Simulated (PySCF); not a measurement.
MnBr3 holds Mn(III), d4, at total charge 0. The structure is a model geometry with rigid ligands and bond lengths from ionic radii, not a minimum; coordination trigonal planar, point group D3h, metal–donor distances 2.33 Å.

```
4

Mn    0.0000    0.0000    0.0000
Br    2.3250    0.0000    0.0000
Br   -1.1625    2.0135    0.0000
Br   -1.1625   -2.0135    0.0000
```

Method (PySCF 2.14, density fitting): CASSCF(4,5) with orbitals averaged over all microstates of the shell, strongly contracted NEVPT2 on the averaged canonical orbitals; basis x2c-TZVPall on the metal, x2c-SVPall elsewhere; spin-free X2C; gas phase; spin-orbit coupling by state interaction with the mean-field operator over all roots.

Which term lies lowest, and with what spin?

5E' (S = 2, orbital degeneracy 2), orbital occupations from the lowest 1.0 1.0 1.0 0.5 0.5, by NEVPT2.

List the excited states of the same spin.

By NEVPT2: 5E'' at 12673 cm⁻¹ (789 nm); 5A1' at 16424 cm⁻¹ (609 nm). The strongest, at 16424 cm⁻¹, has f = 5.9e-04.

Which is the lowest state of another spin?

3E'' at 19485 cm⁻¹ by NEVPT2; CASSCF alone puts it at 21062 cm⁻¹ above the same ground state.

Give the fitted ligand-field and repulsion parameters.

At CASSCF level (the NEVPT2 levels don't fit a ligand-field model well): orbital energies 0, 1859, 1859, 10665, 10665 cm⁻¹; B = 1013 cm⁻¹; C = 3799 cm⁻¹; B over its free-ion value at the same level 0.826; rms of the fit 336 cm⁻¹; ζ = 258 cm⁻¹ (free ion 363).

What magnetic behaviour follows?

Degenerate or low-lying orbital states mix with the ground state, so no spin-only Hamiltonian applies. The lowest spin-orbit level is 2-fold; the next lies at 73.3 cm⁻¹. The two lowest states form a pseudo-doublet split by 0.044 cm⁻¹ with g_z = 5.05. μeff is 4.71 μB at 300 K and 2.81 μB at 10 K; the spin-only value is 4.90 μB.

Charge-transfer states lie outside this active space and may come lower than some of these levels. The ground state is orbitally degenerate in this regular structure, which would distort (Jahn–Teller), so its moment is that of the undistorted model. NEVPT2 lifts 5A1' from 11796 to 16424 cm⁻¹; on the d shell alone such lifts tend to overshoot. NEVPT2 on the d shell alone tends to put d–d bands too high for such charged or covalently bound ions. Gaps between spin states lean to high spin in this active space.

The job took 20 s on one thread of Arm Neoverse V2 (shared host), with 144 basis functions, launched as `OMP_NUM_THREADS=1 python lf_run.py task.json out`.
